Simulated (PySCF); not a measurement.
Gas-phase reaction: Sn(OH)₂ + SnCl₂ + 2 HCl = 2 SnH₂Cl₂ + 2 O

Method: PySCF energies (xtb for GFN2) plus ideal-gas RRHO corrections (1 bar). † marks an energy on the PBE0/def2-TZVP geometry and frequencies; other levels use their own. MP2 and CCSD(T) freeze the core. Open shells (unrestricted): O (multiplicity 3, electronic degeneracy 9); the rest are closed-shell singlets. GFN2 has no spin-polarisation term. Spin-orbit splitting is ignored; it lowers the true energy and changes the entropy of O. B3LYP is the form with VWN-RPA correlation. Sn: scalar-relativistic def2 core potential, no spin-orbit coupling. Sn(OH)₂, SnH₂Cl₂: computed as isolated molecules; such fragments, hydroxides, amides, oligomers or adducts are transient or little studied in the gas. MP2 isn't extrapolated to the basis-set limit; its ΔH°(298 K) is 830.2 kJ in def2-SVP and 960.8 kJ in def2-TZVPP. CCSD(T) isn't extrapolated to the basis-set limit; its ΔH°(298 K) is 777.5 kJ in def2-SVP and 868.3 kJ in def2-TZVPP. The harmonic model lacks anharmonicity and excited electronic states, which grow with temperature; levels with a mode under 35 cm⁻¹ are left out. Internal rotation in Sn(OH)₂ is treated as a harmonic vibration of one conformer, which makes the entropy rough. Soft modes under 120 cm⁻¹ make the harmonic entropy rough for SnCl₂, SnH₂Cl₂.

```csv
level,"ΔE electronic, kJ","ΔH°(298 K), kJ","ΔS°(298 K), J/K","ΔG°(1400 K), kJ"
B3LYP/def2-TZVP†,955,930,-22,943
BLYP/def2-TZVP†,1027,1002,-22,1016
CCSD(T)/def2-TZVPP†,893,868,-22,882
GFN2-xTB,1802,1773,-21,1782
M06-2X/def2-TZVP†,922,897,-22,911
MP2/def2-SVP†,855,830,-22,844
MP2/def2-TZVPP†,986,961,-22,975
PBE0/def2-QZVP†,926,901,-22,915
PBE0/def2-SVP†,872,847,-22,861
PBE0/def2-TZVP,907,881,-22,895
LDA/def2-TZVP†,1147,1122,-22,1136
```
ΔH° is lowest at MP2/def2-SVP† and highest at GFN2-xTB. No reference value is set beside these.
